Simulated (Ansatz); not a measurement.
Reaction (redistribution): `C[O][In]([CH3])[O]C` + disilane → `C[O][InH][CH3]` + `CO[SiH2][SiH3]`

Isolated molecules relaxed with PBE0-D4/def2-TZVP in Ansatz; ΔE leaves out vibrations. CBS: MP2 limit from def2 TZ/QZ plus the TZ coupled-cluster correction, frozen cores. DFT in def2-TZVPP. Elements past krypton have def2 core potentials. For In outer-core shells are correlated without core-valence functions, which leaves a few kJ/mol of doubt a bond. Each species was taken in one conformer, which may not be the lowest.

| level | ΔE (kJ/mol) | difference from CCSD(T)/CBS |
| --- | --- | --- |
| r2SCAN-D4 | -53.7 | -5.9 |
| B97M-V | -60.8 | -13.0 |
| BHLYP-D4 | -61.2 | -13.4 |
| CAM-B3LYP-D4 | -58.9 | -11.1 |
| ωB97M-V | -59.0 | -11.2 |
| B2PLYP | -52.4 | -4.6 |
| PBE | -46.7 | 1.1 |
| BLYP | -46.8 | 1.0 |
| r2SCAN0 | -59.8 | -12.0 |
| CAM-B3LYP | -59.0 | -11.2 |
| LC-ωPBE | -55.3 | -7.5 |
| CCSD/def2-SVP | -37.7 | 10.1 |
| HF/def2-TZVPP | -65.4 | -17.6 |
| CCSD/def2-TZVPP | -55.3 | -7.5 |
| CCSD(T)/def2-TZVPP | -51.8 | -4.0 |
| SCS-MP2/def2-QZVPP | -50.5 | -2.7 |
| CCSD(T)/CBS | -47.8 | 0 |

Largest T1 diagnostic among the species: 0.015.

From r2SCAN to r2SCAN0 (25 % exact exchange), in def2-TZVPP and without D4, ΔE moves by −6.0 kJ/mol. At CCSD(T), def2-SVP lies +12.1 kJ/mol from the extrapolated value and def2-TZVPP −4.0 kJ/mol. In def2-TZVPP, CCSD(T) changes the Hartree–Fock value by +13.6 kJ/mol (the triples alone add +3.5 kJ/mol) and MP2 by +13.3 kJ/mol.
